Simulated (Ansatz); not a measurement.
Z-matrix (Å, degrees):
```
Si
Si 1 2.349
H 1 1.485 2 107.7
H 1 1.485 2 107.7 3 118.8
H 1 1.487 2 110.6 3 -120.6
Cl 2 2.060 1 109.4 3 180.0
Cl 2 2.060 1 109.4 3 61.3
```

Total charge 0; spin multiplicity 2.

Task: List the CAM-B3LYP/def2-TZVPP orbital energies in eV (Ansatz). (An estimate is asked.)

Result: Ansatz gave: α occupied: -2764.67, -2764.67, -1803.01, -1801.42, -259.45, -259.45, -198.49, -198.49, -198.38, -198.38, -198.35, -198.35, -147.38, -146.03, -102.77, -102.72, -102.66, -101.38, -101.34, -101.33, -25.42, -24.76, -17.85, -15.78, -13.11, -12.27, -12.21, -11.82, -11.67, -11.11, -10.69, -10.33, -7.54. α empty: 0.54, 0.63, 1.19, 2.06, 2.28, 2.60, 4.27, 4.56. β occupied: -2764.65, -2764.65, -1802.92, -1801.40, -259.43, -259.43, -198.47, -198.47, -198.34, -198.34, -198.33, -198.33, -147.27, -146.01, -102.66, -102.60, -102.50, -101.33, -101.32, -101.32, -25.30, -24.64, -17.61, -15.39, -12.97, -12.10, -11.95, -11.80, -11.46, -10.88, -10.65, -10.04. β empty: -2.15, 0.78, 0.82, 1.44, 2.13, 2.47, 2.68, 4.51. ⟨S²⟩ = 0.754.
